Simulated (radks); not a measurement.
Ir43+, 34 electrons, occupied as [Ar] 3d10 4s2 4p4.

All-electron calculation, scalar-relativistic Kohn-Sham, r2SCAN, spin-polarised, spherical densities, finite nucleus; open shells are filled with parallel spins first (spin-orbit coupling, left out, can overturn this in heavy ions); meta-GGA in the generalised Kohn-Sham scheme; Fermi nuclear charge, rms radius 5.4032 fm. Program: a radial shooting solver on a logarithmic mesh with Libxc functionals.

Energy parts (eV):
| part | energy |
|---|---|
| total | -451761.63 |
| kinetic | 505676.30 |
| electron-nucleus | -1043272.73 |
| Hartree | 93054.01 |
| exchange-correlation | -7219.22 |

Orbitals (lengths in bohr, moments of r in powers of bohr; <r^-3> diverges for s and p1/2; r(max) is where P^2 peaks):
orbital	occ.	eigenvalue (eV)	<r^-3>	<r>	r(max)
1s up	1	-78284.96	-	0.01744	0.01082
1s down	1	-78281.62	-	0.01744	0.01082
2s up	1	-15428.31	-	0.07352	0.06224
2s down	1	-15427.58	-	0.07352	0.06225
2p up	3	-13678.05	23100	0.06615	0.05134
2p down	3	-13675.93	23100	0.06615	0.05135
3s up	1	-5123.902	-	0.1876	0.1743
3s down	1	-5122.141	-	0.1876	0.1743
3p up	3	-4607.065	5435	0.1877	0.1728
3p down	3	-4604.723	5432	0.1877	0.1728
3d up	5	-4053.731	685.6	0.1694	0.1404
3d down	5	-4051.271	685.8	0.1693	0.1405
4s up	1	-2410.998	-	0.3777	0.3719
4s down	1	-2398.327	-	0.3779	0.3718
4p up	3	-2216.481	1775	0.3882	0.3829
4p down	1	-2204.072	1774	0.3885	0.3827

The highest occupied level is 4p down at -2204.1 eV. Spin moment in Bohr magnetons: 2. The electron density at the nucleus is 1.951e+06 e/bohr^3 (large components only). For comparison, the ionisation energy in NIST's Atomic Spectra Database is 2201 eV (theoretical). In exact Kohn-Sham theory the highest level is minus the ionisation energy, but local and semilocal functionals leave it too shallow, through self-interaction and a potential that decays too fast; potentials with the right tail come closer. The density falls to 0.001 e/bohr^3 at r = 0.97 bohr. The spin density at the nucleus is 4.42 e/bohr^3 (1s -45.45, 2s 18.42, 3s 29.31, 4s 2.14). Summed over all electrons, <r^2> = 1.707 bohr^2, which gives a Langevin (diamagnetic) susceptibility term of -1.35 x 10^-6 cm^3/mol.
